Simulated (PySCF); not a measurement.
## From a computed spectrum to the compound

A species of 10 atoms with charge 0 has these harmonic modes (PBE0, small Gaussian bases with core potentials, PySCF 2.14.0):

```tsv
cm⁻¹	km/mol	symmetry
64	11.8	
69	10.0	
92	20.8	
115	7.3	
200	21.1	
223	0.1	
226	205.6	
255	2.3	
326	30.1	
444	160.7	
507	68.9	
537	27.0	
545	78.1	
571	89.5	
808	47.8	
897	64.1	
932	220.8	
946	146.2	
1647	46.9	
3381	279.9	
3853	83.9	
3861	51.3	
3878	51.6	
3890	91.3
```

(1) Which species is it, and in which structure?

## Answers

(1) Tl(OH)3(H2O) (singlet):
```xyz
10

Tl    0.0541   -0.1381    0.0684
O     0.5013    1.8362    0.7656
H     1.4418    2.0130    0.6373
O    -1.2797   -1.3188    1.1108
H    -1.6917   -0.7444    1.7712
O     1.3595   -0.5768   -1.4852
H     1.2867   -1.5210   -1.6782
O    -1.2432    1.6033   -1.1493
H    -0.6512    2.1417   -0.5631
H    -0.8791    1.6997   -2.0383
```
Ideal gas at 298.15 K and 1 bar: S = 411.6 J/(mol K), Cp = 136.9 J/(mol K), H − H(0 K) = 27.8 kJ/mol (rigid rotor, harmonic modes, spin degeneracy alone). 
 Other answers can fit too; this one was computed.
